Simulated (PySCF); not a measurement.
MgCd and its ions

PBE0; basis Mg def2-SVPD, Cd def2-SVPD with ECP28; scalar-relativistic core potentials; PySCF 2.14. Neutral (UKS): singlet (closed shell), Re = 3.559 Å, ωe = 63.0 cm⁻¹, De = 0.08 eV, HOMO -5.10 eV, LUMO -1.22 eV.

MgCd⁺ (UKS): doublet (σ ↑), Re = 2.946 Å, ωe = 166 cm⁻¹, De = 1.05 eV to Mg⁺ + Cd. The energies at the minima are -367.62682 hartree for MgCd and -367.38444 for MgCd⁺.

Question: Work out the adiabatic ionisation energy, without and with harmonic zero-point energies (1 hartree = 27.2114 eV, 1 eV = 8065.5 cm⁻¹), and the change of the bond length.

Answer: At PBE0: 0.24238 hartree = 6.595 eV between the minima; the zero-point term (166.0 − 63.0)/2 cm⁻¹ = +0.006 eV makes it 6.602 eV. Re changes by -61.3 pm against the neutral. Minus the HOMO energy is 5.10 eV, -1.50 eV from the value between the minima; self-interaction puts the Kohn–Sham level too high, less so with exact exchange. The electron leaves a σ orbital, and the shorter bond of the ion fits an antibonding orbital, or a change in how ionic the bond is.

Closed-shell solutions of metal pairs were not tested for spin polarisation, which can lower them a little. Weak bonds: MgCd. Basis-set superposition, not corrected here, can be much of De in a small basis, most of all at correlated wavefunction levels. Spin–orbit coupling is left out. For an ion De counts to the pair picked by the measured ionisation energies or electron affinities, which need not be the lowest pair at this level. States were picked by a PBE0 search and need not be the measured ground states.
